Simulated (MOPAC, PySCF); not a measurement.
Cl3Ga, SMILES `[Cl][Ga]([Cl])[Cl]`, neutral singlet in the gas phase. 

Z-matrix (Å, degrees):
```
Ga
Cl 1 2.1292
Cl 1 2.1293 2 120.00
Cl 1 2.1293 2 119.99 3 180.00
```
Charge 0, spin multiplicity 1.

All levels are single points at this geometry (PBE-D3(BJ)/def2-TZVP); Pople sets use spherical d functions. Orbital energies aren't observables, and empty levels follow the basis.

M06-2X/6-31G* in PySCF gives gap (eV) = 9.44.

Question: Estimate the gap (eV) from each of these levels: PBE-D3(BJ)/def2-TZVP in PySCF; B3LYP/3-21G in PySCF; B3LYP/6-311+G** (LANL2DZ on Ga) in PySCF; B3LYP/6-31G* in PySCF; B3LYP/LANL2DZ in PySCF; BP86/6-31G* in PySCF; SVWN5/6-31G* in PySCF; HF/3-21G in PySCF; HF/STO-3G in PySCF; AM1 in MOPAC; PM3 in MOPAC; PM7 in MOPAC.

Answer: 
| level | gap (eV) |
|---|---|
| PBE-D3(BJ)/def2-TZVP in PySCF | 4.96 |
| B3LYP/3-21G in PySCF | 6.53 |
| B3LYP/6-311+G** (LANL2DZ on Ga) in PySCF | 6.74 |
| B3LYP/6-31G* in PySCF | 6.54 |
| B3LYP/LANL2DZ in PySCF | 6.59 |
| BP86/6-31G* in PySCF | 4.75 |
| SVWN5/6-31G* in PySCF | 4.63 |
| HF/3-21G in PySCF | 13.80 |
| HF/STO-3G in PySCF | 13.73 |
| AM1 in MOPAC | 8.98 |
| PM3 in MOPAC | 7.19 |
| PM7 in MOPAC | 10.62 |
